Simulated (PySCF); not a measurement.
Level of theory: PySCF, PBE0, basis W def2-SVP with ECP60, O def2-SVP, Cl def2-SVP (scalar-relativistic core potentials, no spin–orbit coupling, density fitting).

```xyz
6
charge 0 multiplicity 1, angstrom
W     0.0000    0.0000    0.1481
O     0.0000    0.0000    1.8163
Cl    2.2326    0.0000   -0.4034
Cl    0.0000    2.2326   -0.4034
Cl   -2.2326    0.0000   -0.4034
Cl    0.0000   -2.2326   -0.4034
```

WOCl₄ (singlet), along the line from W1 (at 0) through O2 (at 1.668 Å). Core electrons replaced by a potential are absent, the electrostatic potential uses the reduced nuclear charge, and values within about 0.7 Å of such atoms have no physical meaning.

Task: Tabulate the fields along this line at 0.83, 1.00, 1.17, 1.33, 1.50, 1.75, 1.92, 2.09, 2.25, 2.42, 2.59 Å.

Result: 
```tsv
distance (Å)	electron density (e/Å³)	electron localisation function	electrostatic potential (V)
0.83	2.02	0.37	39.1
1.00	2.24	0.613	29.8
1.17	3.52	0.789	42.3
1.33	5.97	0.523	102
1.50	21.6	0.253	348
1.75	177	0.988	922
1.92	8.32	0.208	174
2.09	4.33	0.842	55.3
2.25	1.99	0.909	19
2.42	0.853	0.883	6.52
2.59	0.342	0.794	2.04
```

Spin–orbit coupling, left out here, can matter for elements this heavy.
